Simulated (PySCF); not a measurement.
Geometry:
```tsv
atom	x (Å)	y (Å)	z (Å)
F1	2.605	-0.485	-1.551
C2	2.040	-0.195	-0.380
F3	2.619	0.943	0.061
F4	2.429	-1.152	0.491
C5	0.562	-0.080	-0.438
N6	-0.115	-0.193	-1.516
N7	-1.396	0.052	-1.281
C8	-1.690	0.163	0.153
C9	-0.287	0.230	0.780
H10	-2.055	-0.362	-1.921
H11	-2.280	1.064	0.329
H12	-2.255	-0.707	0.503
H13	-0.129	-0.500	1.574
H14	-0.049	1.222	1.169
```

Level of theory: PBE0/pcSseg-1 with gauge-including orbitals, GFN2-xTB structure, in PySCF (isolated molecule, rapidly exchanging positions averaged, relativity neglected, one computed conformer).

Task: Predict the 2D correlation tables (HSQC, COSY, HMBC).

Result: 

HSQC (one-bond C–H):
```csv
δH,δC
3.86 (H11/H12),49.9 (C8)
3.02 (H13/H14),31.8 (C9)
```

COSY cross peaks (H two or three bonds apart, from the bond graph; peaks can be absent where the dihedral angle is near 90°):
```csv
δH,δH
3.86 (H11/H12),3.02 (H13/H14)
```

HMBC (two and three bonds, from the bond graph):
```csv
δH,δC
3.86 (H11/H12),"135.6 (C5), 31.8 (C9)"
3.02 (H13/H14),"135.6 (C5), 131.8 (C2), 49.9 (C8)"
```

Chemical shifts δ = σref − σ; ¹H, ¹³C vs TMS, all at this level.

OH and NH positions are those of a molecule without intermolecular hydrogen bonds; in solution they move with solvent, concentration and temperature, and exchange usually removes their couplings. Shifts are as computed. Against solution values, carbons near 30 ppm lie about +3 ppm off and those near 130 ppm about +5 ppm. Of 1211 compounds with measured shifts, 218 miss one by over three times the rms of a fit or turn the order of signals round; such compounds aren't used in these exercises.
